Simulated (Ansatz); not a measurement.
Li5Te3, 8 atoms. Hardware: 4 threads of Arm Neoverse V1 on a shared host.

In the def2 sets Te takes a core potential; there is no spin–orbit coupling. Correlated methods freeze 12 core orbitals; core or outer-core shells of Li, Te are correlated, in sets that lack core-valence functions. In CCSD on the charge 0 doublet the largest single amplitude is 0.40, so its Hartree–Fock determinant may place the open shell otherwise than the density functionals do.

(1) How many basis functions does each of these Ansatz runs have, and roughly what does it cost? HF/STO-3G, charge 0 doublet, energy; PBE-D4/def2-SVP, charge 0 doublet, energy, from earlier orbitals; BLYP-D4/def2-TZVP, charge 0 doublet, energy, from earlier orbitals; MP2/def2-TZVP, charge 0 doublet, energy, from earlier orbitals; PBE-D4/def2-SVP, charge 0 doublet, energy with a search over starts; HF/def2-TZVP, charge 0 doublet, energy, from earlier orbitals; PBE-D4/def2-SVP, charge 0 doublet, relaxation, 9 steps; PBE0-D4/def2-SVP, charge 0 doublet, energy, from earlier orbitals; PBE0-D4/def2-TZVP, charge 0 doublet, energy, from earlier orbitals; CCSD(T)/def2-SVP, charge 0 doublet, energy, from earlier orbitals; PBE-D4/def2-TZVP, charge 0 doublet, energy and forces, from earlier orbitals; HSE06-D4/def2-TZVP, charge 0 doublet, energy, from earlier orbitals.

Results:

(1) Other jobs shared the machine, so times can vary by a factor of up to 3. A dash marks memory too small to be measured apart from the calling script's.

| run | functions | fitting or Cholesky vectors | wall time | peak host memory (GiB) |
| --- | --- | --- | --- | --- |
| PBE-D4/def2-SVP, charge 0 doublet, energy, from earlier orbitals | 123 | 1640 | 5.5 s | – |
| HF/STO-3G, charge 0 doublet, energy | 106 | 1156 | 5.5 s | 0.76 |
| PBE0-D4/def2-SVP, charge 0 doublet, energy, from earlier orbitals | 123 | 1644 | 7.5 s | 0.63 |
| BLYP-D4/def2-TZVP, charge 0 doublet, energy, from earlier orbitals | 220 | 1803 | 8.5 s | – |
| PBE-D4/def2-TZVP, charge 0 doublet, energy and forces, from earlier orbitals | 220 | 1803 | 9 s | – |
| HSE06-D4/def2-TZVP, charge 0 doublet, energy, from earlier orbitals | 220 | 1959 | 17 s | 1.2 |
| MP2/def2-TZVP, charge 0 doublet, energy, from earlier orbitals | 220 | 2200 | 18 s | 0.9 |
| PBE0-D4/def2-TZVP, charge 0 doublet, energy, from earlier orbitals | 220 | 1959 | 19 s | 1.1 |
| HF/def2-TZVP, charge 0 doublet, energy, from earlier orbitals | 220 | 2260 | 23 s | 1.6 |
| PBE-D4/def2-SVP, charge 0 doublet, energy with a search over starts | 123 | 1640 | 26 s | – |
| PBE-D4/def2-SVP, charge 0 doublet, relaxation, 9 steps | 123 | 1640 | 34 s | – |
| CCSD(T)/def2-SVP, charge 0 doublet, energy, from earlier orbitals | 123 | 1644 | 4 min | 2.8 |
